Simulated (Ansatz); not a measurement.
`FC1=C(Cl)[SiH2]1` and `ClC1=C[SiH2]1` differ in one atom or group.

Ansatz, PBE0-D4/def2-TZVP geometries, multiplicity 1. 

```
                                                                                  property  `FC1=C(Cl)[SiH2]1`
                                                        LUMO energy (PBE0/def2-TZVPP) / eV               -0.80
ideal-gas entropy at 298 K and 1 bar (rigid rotor, harmonic PBE0-D4/def2-TZVP) / J/(mol·K)                 318
                                            size of the dipole moment (PBE/def2-TZVPP) / D                1.44
                                                         LUMO energy (PBE/def2-TZVPP) / eV               -1.64
                                                        HOMO energy (PBE0/def2-TZVPP) / eV               -7.75
                                        size of the dipole moment (ωB97M-V/def2-TZVPP) / D                1.77
```

Problem. Give the same properties after the change, and the shifts. (An estimate is asked.)

Solution. Ansatz gave: 
```tsv
property	`ClC1=C[SiH2]1`	shift
LUMO energy (PBE0/def2-TZVPP) / eV	-0.51	0.29
ideal-gas entropy at 298 K and 1 bar (rigid rotor, harmonic PBE0-D4/def2-TZVP) / J/(mol·K)	296	-22
size of the dipole moment (PBE/def2-TZVPP) / D	1.10	-0.34
LUMO energy (PBE/def2-TZVPP) / eV	-1.48	0.16
HOMO energy (PBE0/def2-TZVPP) / eV	-7.80	-0.05
size of the dipole moment (ωB97M-V/def2-TZVPP) / D	1.30	-0.47
```

With PBE0 the HOMO falls by 0.05 eV and the LUMO rises by 0.29 eV, so the gap widens by about 0.34 eV. PBE moves the HOMO by -0.03 eV and ωB97M-V by -0.07 eV. Dipoles are sizes alone; their direction can turn.
